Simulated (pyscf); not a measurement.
Optimised with ωB97X-D3(BJ)/def2-SVP in PySCF. MP2 and CC: frozen core, UHF for open shells. ΔMP2 is the change of the MP2 total energy from the triple- to the quadruple-zeta basis.

Task: Estimate by transition-state theory (the high-pressure limit) the rate constant of H₂C=CH–SiH₃ -> cyclic C₂H₆Si (SMILES C1C[SiH2]1) (singlet surface; H–Si broken, C–Si, C–H formed) at 1200 K, with CCSD(T)/def2-TZVPP + ΔMP2(QZVPP) energies (ideal gas, 1 atm, RRHO with modes under 100 cm⁻¹ raised to 100, one conformer, R ln 2 for rigid chiral ones; no tunnelling).

Result: The electronic barrier is 71.2 kcal/mol and the thermal terms add +0.3, so ΔG‡ = 71.6 kcal/mol. With k_BT/h = 2.50e+13 s⁻¹ and RT = 2.385 kcal/mol, k = 2.3e+00 s⁻¹, a half-life of 3.0e-01 s through this channel alone. Wigner's tunnelling factor for 740i cm⁻¹ would be 1.03. A shift of 1 kcal/mol in the barrier changes k by a factor 1.5. This is the saddle that the search found; another between the same sides may lie lower. The CCSD(T) − MP2 part came from Ansatz, without density fitting, on the same reference.
